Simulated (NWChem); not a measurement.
System: AlBr$_{2}$F; SMILES [F][Al]([Br])[Br]

Input file for NWChem:

```
start job
memory heap 200 mb stack 900 mb global 1100 mb
geometry units angstroms noautoz
  Al     0.000000     0.000000     0.650280
  F      0.000000     0.000000     2.303657
  Br    -1.948136     0.000000    -0.422465
  Br     1.948136     0.000000    -0.422465
end
basis spherical
  * library def2-svp
end
dft
  xc xpbe96 cpbe96
  iterations 150
  vectors input atomic output neutral.movecs
end
task dft energy
charge 1
dft
  odft
  mult 2
  vectors input atomic output cation.movecs
end
task dft energy
```

The geometry was optimised at PBE0/def2-SVP.

Ions are spin-unrestricted doublets at the neutral geometry; other ion states weren't tried.

Give the results of this calculation. (PBE/def2-SVP, vertical spin-unrestricted ions.) Quantities: vertical ionisation energy, ΔSCF (eV); −ε(HOMO) (eV).


```json
{
  "vertical ionisation energy, ΔSCF (eV)": "10.53",
  "−ε(HOMO) (eV)": "7.46"
}
```
